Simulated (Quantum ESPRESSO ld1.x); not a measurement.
Task: Sm I, configuration [Xe] 4f4 5d2 6s2 (not the ground configuration). Calculated with ld1.x of Quantum ESPRESSO 7.5: scalar-relativistic Kohn-Sham, revPBE, spin-unpolarised, spherical densities, point nucleus. Some entries of the table are withheld. Estimate them.

orbital  occ.  eigenvalue (eV)  r(max) (bohr)
1s          2              (1)        0.01449
2s          2        -7642.750        0.08214
2p          6        -6818.099        0.06636
3s          2              (2)         0.2337
3p          6        -1430.134         0.2291
3d         10        -1081.476         0.1878
4s          2         -347.434         0.5387
4p          6         -262.398         0.5618
4d         10         -143.038         0.5849
5s          2          -50.136          1.234
5p          6          -28.669          1.386
4f          4          -14.289         0.5956
6s          2           -4.211          3.372
5d          2              (3)          1.889

Result: 
(1) 1s eigenvalue (eV): -46694.960
(2) 3s eigenvalue (eV): -1687.844
(3) 5d eigenvalue (eV): -3.733
